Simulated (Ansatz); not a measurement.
Relaxation of AlBH$_{5}$NO (9 atoms, charge 0, multiplicity 1), to a largest force component of 0.02 eV/Å in at most 50 steps.

Level of theory: RKS r2SCAN-D4/STO-3G in Ansatz 0.2.0.

```xyz
9
Properties=species:S:1:pos:R:3
B -1.004 0.856 -1.337
Al -0.022 0.036 0.289
N 1.288 -1.175 0.102
O -0.451 0.504 1.815
H -0.769 0.528 -2.440
H -1.839 1.678 -1.235
H 1.796 -1.613 0.860
H 1.649 -1.547 -0.766
H -0.648 0.733 2.712
```

Task: Where does it end, and by what steps?

Result: The run converged. Limits of this set-up: minimal basis. After 13 steps the energy has fallen by 1.081 eV; H9 moved furthest, 0.92 Å.

```csv
step,energy less start (eV),largest force component (eV/Å),accepted
0,0.0000,4.081,yes
1,-0.1991,0.970,yes
2,-0.2215,0.308,yes
3,-0.3131,1.046,yes
4,-0.3646,1.014,yes
5,-0.6998,0.931,yes
6,-0.7856,2.413,yes
7,-0.8593,1.408,yes
8,-1.0354,0.660,yes
9,-1.0742,0.366,yes
10,-1.0792,0.196,yes
11,-1.0811,0.036,yes
12,-1.0810,0.051,no
13,-1.0812,0.005,yes
```

```xyz
9
Properties=species:S:1:pos:R:3
B -1.003 0.853 -1.395
Al -0.142 0.145 0.277
N 1.133 -1.039 0.237
O -0.606 0.658 1.844
H -0.692 0.493 -2.471
H -1.859 1.658 -1.387
H 1.636 -1.449 1.046
H 1.533 -1.448 -0.627
H -0.001 0.129 2.475
```

The run took 49 s on 1 thread of Intel(R) Xeon(R) Platinum 8175M CPU @ 2.50GHz (Skylake/Cascade Lake) (shared host), peak memory 0.17 GiB.
